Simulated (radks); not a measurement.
Isoelectronic series with 9 electrons, each ion in its NIST ground configuration. All-electron calculation, Dirac Kohn-Sham, PBE, spin-unpolarised, spherical densities, finite nucleus; open shells fill j = l - 1/2 first; Fermi nuclear charge, rms radius of each element as measured or else 0.836 A^(1/3) + 0.57 fm. Program: a radial shooting solver on a logarithmic mesh with Libxc functionals. Total energies (hartree) and orbital eigenvalues (eV):

| ion | configuration | E (hartree) | 2p3/2 | 2p1/2 | 2s1/2 |
|---|---|---|---|---|---|
| F | [He] 2s2 2p5 | -99.74514 | -11.0861 | -11.1497 | -29.8951 |
| Al4+ | [He] 2s2 2p5 | -236.27554 | -138.4855 | -138.9773 | -176.2926 |
| P6+ | [He] 2s2 2p5 | -327.30587 | -243.9393 | -244.9539 | -291.7488 |
| Cl8+ | [He] 2s2 2p5 | -433.56341 | -376.8129 | -378.6845 | -435.0306 |
| K10+ | [He] 2s2 2p5 | -555.10923 | -537.0348 | -540.2172 | -606.1842 |
| Sc12+ | [He] 2s2 2p5 | -692.01660 | -724.5795 | -729.6654 | -805.3276 |
| V14+ | [He] 2s2 2p5 | -844.37014 | -939.4443 | -947.1854 | -1032.625 |
| Mn16+ | [He] 2s2 2p5 | -1012.26522 | -1181.641 | -1192.968 | -1288.276 |
| Co18+ | [He] 2s2 2p5 | -1195.80841 | -1451.190 | -1467.236 | -1572.512 |
| Cu20+ | [He] 2s2 2p5 | -1395.11727 | -1748.121 | -1770.241 | -1885.596 |
| Ga22+ | [He] 2s2 2p5 | -1610.32090 | -2072.469 | -2102.264 | -2227.819 |
| As24+ | [He] 2s2 2p5 | -1841.56056 | -2424.275 | -2463.618 | -2599.506 |
| Br26+ | [He] 2s2 2p5 | -2088.99000 | -2803.585 | -2854.645 | -3001.009 |
| Rb28+ | [He] 2s2 2p5 | -2352.77592 | -3210.449 | -3275.720 | -3432.717 |
| Nb32+ | [He] 2s2 2p5 | -2930.15084 | -4107.073 | -4209.681 | -4388.463 |
